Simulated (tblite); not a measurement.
Compound: C₅H₈F₃OP.
SMILES with atom numbers: `[CH3:1][P@:2](=[O:3])([CH:4]1[CH2:5][CH2:6]1)[C:7]([F:8])([F:9])[F:10]` (hydrogens: H11, H12, H13 on C1; H14 on C4; H15, H16 on C5; H17, H18 on C6)

Computed with GFN2-xTB (tblite), gas phase: L-BFGS steps from a force-field or distance-geometry start until the largest atomic force falls under 0.01 eV/Å.

Step 24: E = -968.8208 eV
```
atom  x, y, z in Å  |  force x, y, z in eV/Å
C1     -0.8453    1.9185   -0.4299   -0.004  -0.002  -0.001
P2     -0.6229    0.3120    0.4056    0.016   0.003   0.020
O3     -0.8008    0.3076    1.8543    0.011   0.017  -0.002
C4      0.9017   -0.4354   -0.2219    0.032   0.010  -0.023
C5      1.5932   -1.4079    0.6899   -0.033  -0.010  -0.013
C6      2.1309   -0.0286    0.5458    0.006  -0.010   0.004
C7     -1.9619   -0.7253   -0.4303   -0.010  -0.013  -0.003
F8     -1.9317   -1.9848    0.0087   -0.007  -0.023   0.018
F9     -1.8614   -0.7761   -1.7675    0.023   0.012  -0.020
F10    -3.1689   -0.2214   -0.1531   -0.022  -0.005   0.000
H11    -1.8165    2.3195   -0.1418    0.001   0.014   0.010
H12    -0.7832    1.8235   -1.5104   -0.002   0.002  -0.004
H13    -0.0638    2.5869   -0.0709   -0.024   0.004   0.006
H14     0.9690   -0.5692   -1.2922    0.012  -0.004  -0.023
H15     1.0911   -1.6582    1.6131    0.004   0.003   0.009
H16     2.1270   -2.2277    0.2334   -0.014  -0.002   0.017
H17     1.9856    0.6480    1.3763    0.018   0.000   0.003
H18     3.0490    0.1248   -0.0008   -0.006   0.005   0.002
```

Step 25: E = -968.8210 eV
```
atom  x, y, z in Å  |  force x, y, z in eV/Å
C1     -0.8476    1.9206   -0.4297   -0.001  -0.015   0.001
P2     -0.6224    0.3134    0.4040    0.020  -0.008   0.029
O3     -0.8001    0.3085    1.8529    0.012   0.018  -0.012
C4      0.9033   -0.4348   -0.2223    0.025   0.007  -0.021
C5      1.5926   -1.4088    0.6904   -0.033   0.003  -0.014
C6      2.1327   -0.0298    0.5460    0.005  -0.019   0.005
C7     -1.9613   -0.7254   -0.4313   -0.005  -0.013   0.000
F8     -1.9300   -1.9841    0.0103   -0.009  -0.019   0.014
F9     -1.8608   -0.7786   -1.7685    0.018   0.013  -0.010
F10    -3.1687   -0.2218   -0.1540   -0.013  -0.009  -0.006
H11    -1.8193    2.3196   -0.1401    0.005   0.013   0.010
H12    -0.7862    1.8262   -1.5102   -0.001   0.007  -0.005
H13    -0.0663    2.5886   -0.0696   -0.025   0.009   0.002
H14     0.9719   -0.5699   -1.2925    0.008   0.000  -0.017
H15     1.0889   -1.6571    1.6139    0.015   0.004  -0.008
H16     2.1250   -2.2306    0.2341   -0.025   0.019   0.029
H17     1.9885    0.6480    1.3763    0.020  -0.013  -0.009
H18     3.0510    0.1221   -0.0015   -0.015   0.003   0.011
```

Step 26: E = -968.8213 eV
```
atom  x, y, z in Å  |  force x, y, z in eV/Å
C1     -0.8503    1.9228   -0.4294    0.002  -0.024   0.004
P2     -0.6215    0.3149    0.4024    0.014  -0.018   0.023
O3     -0.7989    0.3099    1.8514    0.014   0.016  -0.014
C4      0.9055   -0.4339   -0.2231    0.007   0.005  -0.016
C5      1.5913   -1.4098    0.6907   -0.025   0.017  -0.010
C6      2.1349   -0.0314    0.5463    0.002  -0.023   0.004
C7     -1.9609   -0.7257   -0.4322    0.003  -0.010   0.006
F8     -1.9282   -1.9836    0.0123   -0.011  -0.009   0.004
F9     -1.8598   -0.7811   -1.7696    0.012   0.012   0.008
F10    -3.1687   -0.2225   -0.1552    0.001  -0.014  -0.014
H11    -1.8224    2.3200   -0.1382    0.009   0.009   0.007
H12    -0.7897    1.8293   -1.5101    0.001   0.012  -0.004
H13    -0.0697    2.5905   -0.0679   -0.023   0.013  -0.003
H14     0.9755   -0.5706   -1.2933    0.004   0.005  -0.010
H15     1.0867   -1.6557    1.6147    0.019   0.005  -0.021
H16     2.1223   -2.2336    0.2354   -0.031   0.032   0.035
H17     1.9921    0.6478    1.3762    0.019  -0.024  -0.017
H18     3.0531    0.1191   -0.0021   -0.016  -0.001   0.018
```

Q: Estimate the geometry and energy of step 27. (The exact step hangs on the optimiser's Hessian estimate; all steps are aligned on step 26, rigid shifts and turns removed.)

A: E = -968.8216 eV, largest force 0.052 eV/Å
```
atom  x, y, z in Å  |  force x, y, z in eV/Å
C1     -0.8533    1.9246   -0.4291    0.003  -0.026   0.005
P2     -0.6202    0.3161    0.4009    0.003  -0.021   0.005
O3     -0.7972    0.3118    1.8498    0.017   0.011  -0.006
C4      0.9080   -0.4329   -0.2244   -0.017   0.004  -0.008
C5      1.5895   -1.4105    0.6908   -0.011   0.026  -0.004
C6      2.1372   -0.0336    0.5467   -0.003  -0.017  -0.002
C7     -1.9603   -0.7263   -0.4331    0.013  -0.006   0.013
F8     -1.9267   -1.9834    0.0145   -0.012   0.000  -0.008
F9     -1.8583   -0.7834   -1.7707    0.006   0.008   0.027
F10    -3.1689   -0.2236   -0.1568    0.016  -0.018  -0.020
H11    -1.8255    2.3207   -0.1359    0.013  -0.001   0.004
H12    -0.7933    1.8328   -1.5100    0.001   0.015   0.000
H13    -0.0737    2.5928   -0.0662   -0.019   0.016  -0.009
H14     0.9794   -0.5713   -1.2944   -0.001   0.010  -0.003
H15     1.0846   -1.6541    1.6153    0.013   0.006  -0.024
H16     2.1188   -2.2363    0.2374   -0.029   0.031   0.030
H17     1.9964    0.6470    1.3759    0.014  -0.030  -0.017
H18     3.0550    0.1159   -0.0024   -0.007  -0.007   0.019
```

The energy changes by -0.0003 eV. The first-order estimate −F·Δx gives -0.0004 eV and the mean of the old and new forces, exact on a quadratic surface, -0.0003 eV. The step makes an angle of 75° with the force vector and moves no atom by more than 0.005 Å.
